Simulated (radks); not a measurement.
Problem. Lu65+, 6 electrons, occupied as [He] 2s2 2p2 (the NIST ground configuration). Method: scalar-relativistic Kohn-Sham, LDA (Slater exchange, VWN5 correlation), spin-polarised, spherical densities, finite nucleus; open shells are filled with parallel spins first (spin-orbit coupling, left out, can overturn this in heavy ions); Fermi nuclear charge, rms radius 5.37 fm; computed with a radial shooting solver on a logarithmic mesh with Libxc functionals. Some entries of the table are withheld. Estimate them.

| orbital | occ. | eigenvalue (hartree) | <r^2> (bohr^2) |
|---|---|---|---|
| 1s up | 1 | -2580.845 | 0.0005099 |
| 1s down | 1 | -2579.292 | 0.0005093 |
| 2s up | 1 | (1) | 0.007351 |
| 2s down | 1 | (2) | 0.007376 |
| 2p up | 2 | (3) | 0.005880 |
| 2p down | 0 | (4) | 0.005907 |

Solution. 
(1) 2s up eigenvalue (hartree): -621.9760
(2) 2s down eigenvalue (hartree): -619.5379
(3) 2p up eigenvalue (hartree): -579.8963
(4) 2p down eigenvalue (hartree): -577.0250
